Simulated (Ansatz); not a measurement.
Job for Ansatz (a quantum-chemistry and plane-wave program): U-r2SCAN/def2-TZVPP on CH3Se (SMILES C[Se]), 2S+1 = 2, atoms moved off the minimum.

Ansatz 0.2 input:
```yaml
crystal:
  periodic: [false, false, false]
  atoms:
    - {symbol: C, position_ang: [-1.50910531, 0.03477211, 0.01121696]}
    - {symbol: Se, position_ang: [0.44314832, -0.02812628, 0.01599379]}
    - {symbol: H, position_ang: [-1.83745722, -0.53808801, -0.84634574]}
    - {symbol: H, position_ang: [-1.87467664, 1.06717302, -0.09469968]}
    - {symbol: H, position_ang: [-1.89673011, -0.38936067, 0.93264143]}
basis:
  gaussian:
    orbitals: def2-TZVPP
hamiltonian:
  xc: {name: r2SCAN}
magnetization: {spin_polarized: true, initial_magnetization: 1}
output: {forces: true}
```

It printed:

```
WARN ansatz: RAYON_NUM_THREADS=1 ignored (pool sized by the plan → 1); use --threads N
Functional definition: r2SCAN
integrals: 0.04 GiB planned
744 factors; their error is unknown
mean field: 0.42 GiB planned
mean field evaluation 1: about -66427.7525 eV, gradient 3.7e1 eV
mean field evaluation 2: about -66413.3989 eV, gradient 5.7e1 eV
mean field evaluation 4: about -66434.0532 eV, gradient 3.3e0 eV
mean field evaluation 8: about -66434.0883 eV, gradient 4.4e-2 eV
mean field evaluation 16: about -66434.0507 eV, gradient 9.2e-3 eV
mean field evaluation 32: about -66434.0508 eV, gradient 6.5e-6 eV
mean field -66434.05082226 eV, -2441.4063371012 hartree, gradient 3.7e-8 eV, S^2 0.755254; 3 other end points of the search recorded, 0 dependent functions left out
the calculation of the forces begins
reference -66434.05083234 eV, -2441.4063374715 hartree; 22, 21 occupied and 99, 100 virtual orbitals, 744 factors
Total energy: -66434.05083234 eV, -2441.4063374715 hartree
Atom 0 at    -1.509105     0.034772     0.011217 Å, force     0.102130     0.649498     0.339147 eV/Å
Atom 1 at     0.443148    -0.028126     0.015994 Å, force    -0.206657     0.044094    -0.041992 eV/Å
Atom 2 at    -1.837457    -0.538088    -0.846346 Å, force    -0.097744    -0.208634    -0.186366 eV/Å
Atom 3 at    -1.874677     1.067173    -0.094700 Å, force     0.241958    -0.315085    -0.068943 eV/Å
Atom 4 at    -1.896730    -0.389361     0.932641 Å, force    -0.039687    -0.169874    -0.041846 eV/Å
Dipole moment:    -0.334098     0.007049    -0.007947 e Å
```

The calculation finished and met its thresholds.

Cost: very roughly 16 core-seconds.
